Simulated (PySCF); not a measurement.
Species: C₈H₁₀F (charge +1).
Atom-mapped SMILES: `[CH:1]#[C:2][CH2:3][C+:4]([CH3:5])[C@@H:6]1[CH2:7][C@@H:8]1[F:9]` (hydrogens: H10 on C1; H11, H12 on C3; H13, H14, H15 on C5; H16 on C6; H17, H18 on C7; H19 on C8)

Computed geometry: GFN2-xTB, gas phase.

**Question.** What internal coordinates does the optimisation give?

**Answer.** 
| bond | length (bohr) | order |
| --- | --- | --- |
| C1≡C2 | 2.263 | triple |
| C2–C3 | 2.736 | single |
| C3–C4 | 2.767 | single |
| C4–C5 | 2.754 | single |
| C4–C6 | 2.683 | single |
| C6–C7 | 2.909 | single |
| C7–C8 | 2.758 | single |
| C8–F9 | 2.528 | single |
| C6–C8 | 2.968 | single |
| C1–H10 | 1.986 | single |
| C3–H11 | 2.075 | single |
| C3–H12 | 2.086 | single |
| C5–H13, C5–H14 | 2.060 | single |
| C5–H15 | 2.072 | single |
| C6–H16 | 2.048 | single |
| C7–H17 | 2.042 | single |
| C7–H18 | 2.040 | single |
| C8–H19 | 2.048 | single |

Bonds in one row agree within 0.02 bohr and their mean is given. Orders are formal, as drawn. A selection of angles:
| angle | degrees |
| --- | --- |
| C2–C1–H10 | 179.0 |
| C1–C2–C3 | 179.3 |
| C2–C3–C4 | 115.6 |
| C2–C3–H11 | 109.2 |
| C2–C3–H12 | 108.0 |
| C4–C3–H11 | 111.4 |
| C4–C3–H12 | 108.2 |
| H11–C3–H12 | 103.6 |
| C3–C4–C5 | 118.1 |
| C3–C4–C6 | 122.5 |
| C5–C4–C6 | 119.4 |
| C4–C5–H13 | 110.0 |
| C4–C5–H14 | 114.0 |
| H13–C5–H14 | 110.7 |
| H13–C5–H15 | 103.5 |
| H14–C5–H15 | 109.4 |
| C4–C6–C7 | 123.9 |
| C4–C6–C8 | 121.0 |
| C4–C6–H16 | 115.1 |
| C7–C6–C8 | 56.0 |
| C7–C6–H16 | 115.0 |
| C8–C6–H16 | 112.9 |
| C6–C7–C8 | 63.1 |
| C6–C7–H17 | 117.6 |
| C6–C7–H18 | 115.3 |
| C8–C7–H17 | 118.1 |
| C8–C7–H18 | 118.8 |
| H17–C7–H18 | 114.4 |
| C7–C8–F9 | 119.0 |
| C7–C8–H19 | 123.9 |
| F9–C8–H19 | 111.2 |
| C6–C8–C7 | 60.9 |
| C6–C8–F9 | 116.6 |
| C6–C8–H19 | 116.1 |

Dihedral angles: C2–C3–C4–C5 4° (synperiplanar); C3–C4–C6–C7 27° (synperiplanar); C4–C6–C7–C8 -107° (anticlinal); C6–C7–C8–F9 106° (anticlinal); C4–C6–C8–C7 112° (anticlinal).

The C–C distances run from 1.198 Å (C1≡C2, drawn triple) to 1.570 Å (C6–C8, drawn single), a spread of 0.372 Å. The 3-membered ring C6–C7–C8 has internal angles of 56.0° to 63.1°. C4 (formal carbocation centre) is planar (angles 122.5°, 119.4° and 118.1°, sum 360.0°, 0.01 Å off the plane of its three neighbours). Of the pairs four or more bonds apart, F9···H12 is among the closest relative to their van der Waals radii: 2.17 Å, 81 % of the sum of Bondi's values.

Point group: C1 (no symmetry element, even within 0.4 Å). Stationary, but not proved a minimum.

One conformer stands for the species.
